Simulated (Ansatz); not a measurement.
Ligand-field states of V(H2O)2OCl2 (VCl₂O₃H₄) at its PBE0-D4/def2-SVP geometry (relaxed as a doublet).

```xyz
10

V    -0.1136    0.1146   -0.1191
O    -1.3349   -1.4792    0.3110
H    -1.5838   -2.0762   -0.4059
H    -2.0846   -1.3065    0.8956
O     1.6448    1.1669    0.0137
H     1.6382    2.0210    0.4640
H     2.1952    1.1962   -0.7798
O    -0.9874    0.9953   -1.0346
Cl    1.0788   -1.3435   -1.3944
Cl   -0.4528    0.7113    2.0497
```

CASSCF(1,5) on the V 3d shell in def2-SVP, averaged with equal weights over 5 doublets, then SC-NEVPT2; Ansatz, no spin–orbit coupling. The space holds no ligand orbitals and no second d shell, so covalent complexes are described poorly.

(1) Estimate the states' energies above the lowest.

Results:

(1) 
| state | CASSCF (eV) | NEVPT2 (eV) |
| --- | --- | --- |
| doublet 1 | 0.00 | 0.00 |
| doublet 2 | 1.65 | 1.99 |
| doublet 3 | 1.86 | 2.53 |
| doublet 4 | 2.29 | 2.94 |
| doublet 5 | 4.04 | 4.64 |
The lowest NEVPT2 state is a doublet. Run time 6.5 s (4 threads of Intel Xeon 6975P-C on a shared host), peak host memory 0.86 GiB.
